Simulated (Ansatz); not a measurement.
Caution: the highest occupied level lies above zero, a sign of self-interaction error and of too few diffuse functions.

Species: H$_{2}$ClSi, SMILES `[SiH2-]Cl` (charge -1, multiplicity 1).

### Question
Give a relaxed geometry from r2SCAN-D4/def2-TZVPD run with Ansatz (a program for electronic structure).

### Answer
the end point of this relaxation (outside a Z-matrix the atoms follow the SMILES, hydrogens last).
Z-matrix (Å, degrees):
```
Si
H 1 1.5407
H 1 1.5407 2 91.95
Cl 1 2.2540 2 95.06 3 -95.26
```
